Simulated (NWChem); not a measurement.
CH4GeO, singlet; SMILES C[O][GeH]

```xyz
7

Ge     0.0039    -0.8140     0.0000
H     -1.5810    -0.4700     0.0000
O      0.5311     0.8843     0.0000
C     -0.2417     2.0486     0.0000
H     -0.0077     2.6588     0.8893
H     -0.0077     2.6588    -0.8893
H     -1.3265     1.8325     0.0000
```
Atoms are numbered in this order, from 1.

Results from NWChem. Pople sets run with spherical d functions. Low-valent species are run as closed-shell singlets; no triplet was tried in these runs. All runs use the structure optimised with PBE0/def2-SVP. Level MN15/6-31G*: energy and gradient on several grids; changes count from the extra-fine grid, which is no exact limit either.

Question: Which is the coarsest grid (xfine; xcoarse; coarse; fine; medium) from which on the energy stays within 50 μHa and each gradient component within 100 μHa/bohr of xfine?

Answer: medium.
| grid | size of the energy change (μHa) | largest change of a gradient component (μHa/bohr) |
|---|---|---|
| xcoarse | 5000 | 1000 |
| coarse | 90 | 600 |
| medium | < 10 | 60 |
| fine | < 10 | < 30 |
| xfine | < 10 | < 30 |
